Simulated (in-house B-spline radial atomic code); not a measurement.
Results of a calculation; reference values are marked as such.
C6 from the polarisability at imaginary frequency: Si III (Si2+)

BHandHLYP linear response of the closed shell [Ne] 3s2, from a B-spline radial code for spherical atoms; scalar-relativistic (spin-free one-electron X2C), finite nucleus, no spin-orbit coupling.

The dispersion coefficient of two like species is C6 = (3/π) ∫ α(iu)² du from 0 to ∞.

```
u (hartree)  α(iu) (bohr³)
          0          11.73
      0.156          10.06
      0.364          6.205
      0.624          3.324
       1.04          1.564
       1.56         0.8375
       2.34         0.4634
       3.64         0.2566
        5.2          0.162
       7.79        0.09386
         13        0.04351
         26        0.01341
```

Q: Fit one oscillator, α(iu) = α(0)/(1 + u²/ω²), through u = 0.624 and estimate C6.

A: From α(0)/α(iu) − 1 = 11.73/3.324 − 1 = 2.5289, ω = u/√2.5289 = 0.3924 hartree (10.7 eV). London's formula gives C6 = (3/4) α(0)² ω = 0.75 × 11.73² × 0.3924 = 40.49 hartree·bohr⁶, and the oscillator holds f = α(0) ω² = 1.81 electrons, of a sum of oscillator strengths of 12.0.

Q: How does that compare with the full integral?

A: The program's quadrature over all excitations gives C6 = 40.5, so the single oscillator is off by -0.0 %. At the last point the fit gives α = 0.00267 against 0.0134: higher excitations, and deeper shells where there are any, keep the true curve higher at large u.
